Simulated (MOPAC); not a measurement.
Job for MOPAC: PM3 on H2Zn (SMILES [ZnH2]), a point of a bond scan (R = 2.702 Å).

```
PM3 1SCF PRECISE CHARGE=0 THREADS=1
H2Zn

Zn     0.00000000 1     0.00000000 1     0.00000000 1
H      0.00000000 1     0.00000000 1     2.70208001 1
H     -0.00000000 1    -0.00000000 1    -1.54404572 1
```

The log:

```
*******************************************************************************
 **                                                                           **
 **                              MOPAC v23.2.5                                **
 **                                                                           **
 *******************************************************************************
 ** MOPAC's Digital Object Identifier: https://doi.org/10.5281/zenodo.6511958 **
 **                                                                           **
 ** Please cite the open-source release paper for use of this MOPAC version:  **
 ** J. E. Moussa and J. J. P. Stewart (2026)                                  **
 ** MOPAC: An open-source semiempirical molecular orbital program             **
 ** J. Open Source Softw., 11(119), 8025, https://doi.org/10.21105/joss.08025 **
 *******************************************************************************

                              PM3 CALCULATION RESULTS

 *******************************************************************************
 *  PM3        - The PM3 Hamiltonian to be used
 *
 *
 *
 *                 CHARGE ON SYSTEM = 0
 *
 *
 *
 *  PRECISE    - TIGHTER CRITERIA TO BE USED
 *  1SCF       - DO 1 SCF AND THEN STOP
 *  THREADS=1  - MULTI-THREADING NOT USED
 *  T=         - A TIME OF 172800.0 SECONDS REQUESTED
 *  DUMP=N     - RESTART FILE WRITTEN EVERY 7200.0 SECONDS REQUESTED
 *******************************************************************************
PM3 1SCF PRECISE CHARGE=0 THREADS=1
 H2Zn

   ATOM   CHEMICAL          X               Y               Z
  NUMBER   SYMBOL      (ANGSTROMS)     (ANGSTROMS)     (ANGSTROMS)

     1      Zn          0.00000000  *   0.00000000  *   0.00000000  *
     2       H          0.00000000  *   0.00000000  *   2.70208001  *
     3       H         -0.00000000  *  -0.00000000  *  -1.54404572  *



          CARTESIAN COORDINATES

    NO.       ATOM           X           Y           Z

     1        Zn          0.0000      0.0000      0.0000
     2         H          0.0000      0.0000      2.7021
     3         H         -0.0000     -0.0000     -1.5440

  H: (PM3): J. J. P. STEWART, J. COMP. CHEM. 10, 209 (1989).
 Zn: (PM3): J. J. P. STEWART, J. COMP. CHEM. 12, 320-341 (1991).

           Empirical Formula: H2 Zn  =     3 atoms



      MOLECULAR POINT GROUP   :   C*v


      RHF CALCULATION, NO. OF DOUBLY OCCUPIED LEVELS = 2


 -------------------------------------------------------------------------------
 PM3 1SCF PRECISE CHARGE=0 THREADS=1
 H2Zn



     1SCF WAS SPECIFIED, SO BFGS WAS NOT USED
     SCF FIELD WAS ACHIEVED


                              PM3 CALCULATION
                                                       MOPAC v23.2.5 Linux




          FINAL HEAT OF FORMATION =        125.44684 KCAL/MOL =     524.86956 KJ/MOL


          COSMO AREA              =         58.98 SQUARE ANGSTROMS
          COSMO VOLUME            =         34.64 CUBIC ANGSTROMS

          IONIZATION POTENTIAL    =          9.193293 EV
          HOMO LUMO ENERGIES (EV) =         -9.193 -1.546
          NO. OF FILLED LEVELS    =          2
          MOLECULAR WEIGHT        =         67.3958         POINT GROUP:  C*v

          MOLECULAR DIMENSIONS (Angstroms)

            Atom       Atom       Distance
            H     3    H     2     4.24613
            H     3    H     2     0.00000
           Zn     1    H     2     0.00000


          SCF CALCULATIONS        =          1





   ATOM   CHEMICAL          X               Y               Z
  NUMBER   SYMBOL      (ANGSTROMS)     (ANGSTROMS)     (ANGSTROMS)

     1      Zn          0.00000000  *   0.00000000  *   0.00000000  *
     2       H          0.00000000  *   0.00000000  *   2.70208001  *
     3       H         -0.00000000  *  -0.00000000  *  -1.54404572  *

                             CARTESIAN COORDINATES

   1   Zn        0.000000000     0.000000000     0.000000000
   2    H        0.000000000     0.000000000     2.702080010
   3    H       -0.000000000    -0.000000000    -1.544045720


           Empirical Formula: H2 Zn  =     3 atoms



      MOLECULAR POINT GROUP   :   C*v


                  EIGENVALUES
 -12.64255  -9.19329  -1.54579   1.79628   1.79628   5.71485


              NET ATOMIC CHARGES AND DIPOLE CONTRIBUTIONS

  ATOM NO.   TYPE          CHARGE      No. of ELECS.   s-Pop       p-Pop
    1         Zn           0.264433        1.7356     1.17155     0.56402
    2          H          -0.109426        1.1094     1.10943
    3          H          -0.155007        1.1550     1.15501
 DIPOLE           X         Y         Z       TOTAL
 POINT-CHG.     0.000     0.000    -0.271     0.271
 HYBRID         0.000     0.000     0.096     0.096
 SUM            0.000     0.000    -0.175     0.175


          ATOMIC ORBITAL ELECTRON POPULATIONS

     Atom    s        px        py        pz
    1 Zn   1.17155   0.00000   0.00000   0.56402
    2  H   1.10943
    3  H   1.15501

 **********************
 *                    *
 * JOB ENDED NORMALLY *
 *                    *
 **********************




 == MOPAC DONE ==
```

The run finished.

Cost: around 0.010 core-seconds (rough).
